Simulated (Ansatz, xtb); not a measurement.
## CH4F3GaO: which of two isomers lies lower

Structure a: `C[OH+][Ga-]([F])([F])[F]`, a singlet. Structure b: `[OH2+][Ga-]([F])([F])[CH2]F`, a singlet. Both are isolated molecules in the gas phase, relaxed with PBE0-D4/def2-SVP; the shapes shown needn't be the lowest conformers.

a (Å):

```csv
atom,x (Å),y (Å),z (Å)
C,0.5431,-0.9125,0.9703
F,-1.0742,0.3779,-2.3200
F,0.3012,2.6504,-0.9108
F,-1.7495,1.0339,0.5350
Ga,-0.6567,1.1978,-0.8241
O,0.6009,-0.3014,-0.3230
H,1.3643,-1.6357,1.0662
H,-0.4300,-1.3954,1.1359
H,0.6733,-0.1114,1.7063
H,0.5105,-0.9549,-1.0329
```

b (Å):

```xyz
10

C    -2.4273   -0.9643   -2.6279
F     0.6717    0.0399   -2.1768
F    -0.2013   -2.2774   -0.6312
F    -2.7936    0.3130   -2.9935
Ga   -0.7222   -0.9203   -1.6482
O    -0.7675    0.2771    0.0592
H    -0.0228    0.8688   -0.1418
H    -0.4330   -0.3429    0.7277
H    -2.3349   -1.5907   -3.5315
H    -3.2178   -1.4052   -1.9971
```

Task: Estimate which is lower in electronic energy at CCSD(T)/def2-SVP + ΔMP2/def2-TZVPP, and by roughly how much.

Result: The CCSD(T)/def2-SVP + ΔMP2/def2-TZVPP calculation puts structure a lower, by 1.228 eV.

How the difference moves with the method:

```json
{"level": "PBE0-D4/def2-SVP", "geometry": "PBE0-D4/def2-SVP", "E(b) − E(a) (eV)": "+1.104", "departure from the last row (eV)": "−0.125", "job, with rough time for the two": "optimisation, 3.7 min"}
{"level": "HF/def2-SVP", "geometry": "PBE0-D4/def2-SVP", "E(b) − E(a) (eV)": "+1.466", "departure from the last row (eV)": "+0.238", "job, with rough time for the two": "part of the CCSD(T) run"}
{"level": "MP2/def2-SVP", "geometry": "PBE0-D4/def2-SVP", "E(b) − E(a) (eV)": "+1.417", "departure from the last row (eV)": "+0.189", "job, with rough time for the two": "part of the CCSD(T) run"}
{"level": "CCSD(T)/def2-SVP", "geometry": "PBE0-D4/def2-SVP", "E(b) − E(a) (eV)": "+1.374", "departure from the last row (eV)": "+0.146", "job, with rough time for the two": "single point"}
{"level": "CCSD(T)/def2-SVP + ΔMP2/def2-TZVPP", "geometry": "PBE0-D4/def2-SVP", "E(b) − E(a) (eV)": "+1.228", "departure from the last row (eV)": "", "job, with rough time for the two": "single point, 86 s"}
```

As drawn, b has 1 C–Ga, 1 C–F, 1 O–H in place of 1 C–O, 1 F–Ga, 1 C–H.

The levels shown agree on the order. The largest departure from CCSD(T)/def2-SVP + ΔMP2/def2-TZVPP is that of HF/def2-SVP, 0.238 eV. Levels run at GFN2-xTB geometries aren't shown. The last row adds to CCSD(T) the change of the MP2 difference between the two basis sets, here −0.146 eV, a large step that makes the value less sure.

With thermal terms from frequencies at re-optimised GFN2-xTB minima (ideal gas, soft modes damped towards free rotors, one conformer each, 298.15 K, 1 atm): on the last row, ΔE + ΔZPE = +1.164, ΔH = +1.172, ΔG = +1.163 eV.

The correlated steps freeze 14 core orbitals; the filled d shell of Ga is correlated, in a basis made for valence electrons. Programs: Ansatz 0.2.0, xtb 6.7.1; the last row on 2 threads of Arm Neoverse V1 on a shared host.
